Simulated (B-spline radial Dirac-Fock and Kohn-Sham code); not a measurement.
# f′ and f″ of Ca, 6 keV to 64.94 keV

Level of theory: the dispersion relation over Dirac-Hartree-Slater subshell photoionisation cross sections, with the Kissel-Pratt high-energy constant (isolated atom, no bound-bound lines or fine structure); a radial finite-basis atomic code. The forward scattering factor is f₀ + f′ + i f″.

No edge lies in or near this range.

```csv
hν (eV),λ (Å),f′ (e),f″ (e),tabulated f′,tabulated f″
6000,2.066,0.074,2.151,0.05,2.11
6403.9,1.936,0.187,1.930,0.16,1.89
6930.3,1.789,0.280,1.689,0.26,1.66
7554,1.641,0.342,1.457,0.32,1.43
8047.8,1.541,0.368,1.305,0.35,1.28
8737,1.419,0.384,1.130,0.37,1.11
9251.7,1.340,0.387,1.020,0.37,1.00
10270,1.207,0.378,0.846,0.36,0.82
10560,1.174,0.373,0.804,0.36,0.78
10720,1.157,0.370,0.782,0.36,0.76
11550,1.073,0.354,0.682,0.34,0.66
12000,1.033,0.344,0.636,0.33,0.62
15000,0.8266,0.278,0.418,0.27,0.41
16590,0.7473,0.247,0.345,0.24,0.34
17479.3,0.7093,0.232,0.312,0.22,0.31
19270,0.6434,0.203,0.258,0.20,0.25
21160,0.5859,0.177,0.215,0.17,0.21
22162.9,0.5594,0.165,0.196,0.16,0.19
24209.8,0.5121,?,?,?,?
26560,0.4668,0.122,0.137,0.12,0.13
27860,0.4450,0.112,0.124,0.11,0.12
30000,0.4133,0.098,0.107,0.09,0.10
40000,0.3100,0.052,0.059,0.05,0.06
49730,0.2493,0.027,0.038,0.02,0.04
53980,0.2297,0.020,0.032,0.02,0.03
60880,0.2037,0.010,0.025,0.01,0.02
64940,0.1909,0.005,0.021,0.00,0.02
```

Q: What are f′ and f″ at 24209.8 eV?

A: f′ = 0.143 and f″ = 0.164 electrons (tables: 0.14 and 0.16). By the optical theorem f″ corresponds to a photoabsorption cross section 2 rₑ λ f″ = 475 b.

Tabulated f′: xraylib 4.2 anomalous scattering factors (Cullen et al., EPDL97); f″: Chantler's tables (J. Phys. Chem. Ref. Data 1995 and 2000). Both are theoretical tables.

Values without a named source are computed, but for edge energies of neutral atoms, which are taken from tables.
